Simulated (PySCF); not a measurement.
C₄H₅BO₂, SMILES B(O)(C#C)OC=C. Geometry: TPSSh-D3(BJ)/def2-SVP. The structure was generated by enumeration, and PubChem lists no compound with its InChIKey, so it may never have been made. Other conformers were not sampled.

Computed equilibrium geometry at TPSSh-D3(BJ)/def2-SVP (PySCF confirms it by a frequency run) as bond lengths and angles, and its point group (one conformer of several):
point group Cs.
Atoms: C1 C2 B3 O4 O5 C6 C7 H8 H9 H10 H11 H12. Bond lengths (Å): C1–C2 1.220, C1–H8 1.074, C2–B3 1.543, B3–O4 1.366, B3–O5 1.367, O4–H9 0.968, O5–C6 1.368, C6–C7 1.337, C6–H10 1.093, C7–H11 1.089, C7–H12 1.092. Angles (°): C2–C1–H8 179.1, C1–C2–B3 177.4, C2–B3–O4 121.1, C2–B3–O5 117.5, O4–B3–O5 121.4, B3–O4–H9 111.8, B3–O5–C6 130.2, O5–C6–C7 128.3, O5–C6–H10 109.9, C7–C6–H10 121.8, C6–C7–H11 123.0, C6–C7–H12 118.1, H11–C7–H12 118.9.
